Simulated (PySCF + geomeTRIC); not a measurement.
A geometry relaxed with B3LYP-D3(BJ)/def2-TZVP in PySCF + geomeTRIC, charge 0, multiplicity 1:

```xyz
4

Cl    -1.2524    -1.9537     0.0666
Cl     2.3126    -0.1251     0.0038
Cl    -1.0540     2.0469    -0.0445
In     0.0020    -0.0107     0.0071
```

Q: Write the SMILES of this molecule.

A: `[Cl][In]([Cl])[Cl]`
